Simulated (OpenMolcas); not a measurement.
## Predicting a hybrid from its neighbours: SnH2O2

SnH2O2: 5 atoms, total charge 0, spin state singlet. As SMILES, `[OH][Sn][OH]`. The shape is that of a PBE0-D4/def2-TZVP optimisation. This is one conformer, not always the lowest.

The vertical ionisation energy (to the doublet cation) y, in eV, basis def2-SVP with a core potential; a is the functional's share of exact exchange. Programs: OpenMolcas 26.06.

| functional | program | a | y (eV) |
| --- | --- | --- | --- |
| TPSS | OpenMolcas | 0 | 9.33 |
| BLYP | OpenMolcas | 0 | 9.24 |
| B3LYP | OpenMolcas | 0.2 | ? |
| PBE0 | OpenMolcas | 0.25 | 9.58 |
| BHLYP | OpenMolcas | 0.5 | 9.68 |

Task: Fit y = c + s·a to the known rows and predict B3LYP.

Result: 
1. Means of the 4 rows: a = 0.1875, y = 9.457.
2. Σ(Δa)² = 0.17188, Σ(Δa·Δy) = 0.14187, so the slope is 0.14187/0.17188 = 0.8254.
3. Intercept: 9.457 − (0.8254) × 0.1875 = 9.302. The largest residual of the fit is 0.072.
4. B3LYP: 9.302 + (0.8254) × 0.2 = 9.47 eV.

The run gave 9.61 eV, so the prediction is off by -0.14 eV, more than the scatter of the fit. The rows mix families of semi-local functionals, which the line can't see. Spin-orbit coupling is left out.
